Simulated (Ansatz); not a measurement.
`B[SiH2]B` + `BO` → `BO[SiH2]B` + BH₃  (cleavage of the Si–B bond)

Calculated with Ansatz (gas phase, PBE0-D4/def2-TZVP geometries, no zero-point term in ΔE). CCSD(T)/CBS is the MP2 limit (def2-TZVPP, def2-QZVPP) plus CCSD(T) − MP2 in def2-TZVPP, frozen cores. This one scheme is used for every species. Functionals use def2-TZVPP. B3LYP here is the variant with VWN-RPA as its local correlation; programs differ in this. One conformer a species, not always the lowest.

```tsv
level	ΔE (kJ/mol)
PBE0-D4	-70.8
r2SCANh-D4	-79.6
r2SCAN0-D4	-83.2
B3LYP	-87.0
LC-ωPBE	-80.6
CCSD/def2-SVP	-75.9
HF/def2-QZVPP	-120.0
HF/CBS(def2)	-120.3
```

**Question.** What does CCSD(T)/CBS give? (Best estimate.)

**Answer.** Computed: -88.1 kJ/mol. The listed levels differ from it by 17.3, 8.5, 4.9, 1.1, 7.5, 12.2, -31.9, -32.2 kJ/mol.

Largest T1 diagnostic among the species: 0.015.

At CCSD(T), def2-SVP lies +15.3 kJ/mol from the extrapolated value and def2-TZVPP +1.3 kJ/mol. Leaving LDA and LC-ωPBE aside and taking each functional with its dispersion term where it has one, the values, not all of them listed here, spread over 42.4 kJ/mol, from BHLYP-D4 to PBE-D4. From BLYP to BHLYP (50 % exact exchange), in def2-TZVPP and without D4, ΔE moves by −21.7 kJ/mol.
